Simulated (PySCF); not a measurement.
Point groups of optimised structures. Method used: PBE0/pcSseg-1 in PySCF (dipole) on a GFN2-xTB geometry, gas phase. The symmetry is that of the one conformer found, every atom within 0.08 Å of its image; none is proved a minimum here.

Problem. `[CH3:1][SiH2:2][c:3]1[cH:4][cH:5][cH:6][cH:7][cH:8]1` with C1–Si2–C3–C4 -90°: symmetry, top, dipole?

Solution. Cs; near-prolate asymmetric top; symmetry number 1; 2 operations, which sort the 18 atoms into 12 sets; dipole 0.63 D, in the ac plane, which is the mirror; heavy atoms equivalent by symmetry: C4/C8, C5/C7.

Problem. What symmetry has `[SH:1][c:2]1[cH:3][cH:4][s:5][cH:6]1` with H–S1–C2–C3 0°?

Solution. Cs; near-prolate asymmetric top; symmetry number 1; 2 operations, which sort the 10 atoms into 10 sets; dipole 1.41 D, in the ab plane, which is the mirror.

Problem. `S=C=S`: symmetry, top, dipole?

Solution. D∞h; linear; symmetry number 2; dipole forbidden by symmetry (computed 0.00 D).

Problem. `C1CS1` (thiirane): symmetry, top, dipole?

Solution. C2v; asymmetric top; symmetry number 2; 4 operations, which sort the 7 atoms into 3 sets; dipole 1.99 D, along a, the twofold axis; A, B, C = 22079, 11065, 8166 MHz.
